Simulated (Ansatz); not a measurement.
CoSi6⁺. Charge 1, multiplicity 3. Geometry r2SCAN-D4/def2-SVP, that of the neutral doublet; atoms count from 1.

```xyz
7

Co    0.7344    0.5050   -1.2383
Si    0.8852   -0.8102    1.2144
Si   -0.4170    1.1733    0.6100
Si    1.9660    1.2467    0.5626
Si   -1.5458   -0.9049    1.0366
Si   -1.6844    0.2948   -1.2486
Si    0.0616   -1.5047   -0.9368
```

The structure comes from a short search, and lower isomers may exist.

(1) Estimate the Mulliken populations from the PBE0/def2-TZVP orbitals of Ansatz.

(2) Where does the spin sit?

(3) And the Mayer bond orders between bonded heavy atoms (over 0.3)?

## Answers

(1) 
| atom | charge (e) | spin (α − β) | d electrons |
| --- | --- | --- | --- |
| Co1 | 0.17 | 1.95 | 7.72 |
| Si2 | 0.15 | 0.04 | – |
| Si3 | 0.14 | 0.05 | – |
| Si4 | 0.16 | -0.06 | – |
| Si5 | 0.12 | 0.05 | – |
| Si6 | 0.13 | 0.02 | – |
| Si7 | 0.13 | -0.05 | – |
Mulliken values and Mayer orders depend strongly on the basis.

(2) Summed by element: Co 1.95, Si 0.05, of 2 unpaired in all. Largest on single atoms: Co1 1.95, Si4 -0.06, Si5 0.05.

(3) Co1–Si2 0.30 (2.79 Å); Co1–Si3 0.61 (2.28 Å); Co1–Si4 0.71 (2.30 Å); Co1–Si6 0.62 (2.43 Å); Co1–Si7 0.94 (2.14 Å); Si2–Si3 0.59 (2.45 Å); Si2–Si4 0.85 (2.41 Å); Si2–Si5 0.72 (2.44 Å); Si2–Si7 0.68 (2.41 Å); Si3–Si4 0.75 (2.38 Å); Si3–Si5 0.71 (2.40 Å); Si3–Si6 0.66 (2.42 Å); Si5–Si6 0.55 (2.58 Å); Si5–Si7 0.55 (2.61 Å); Si6–Si7 0.59 (2.53 Å).
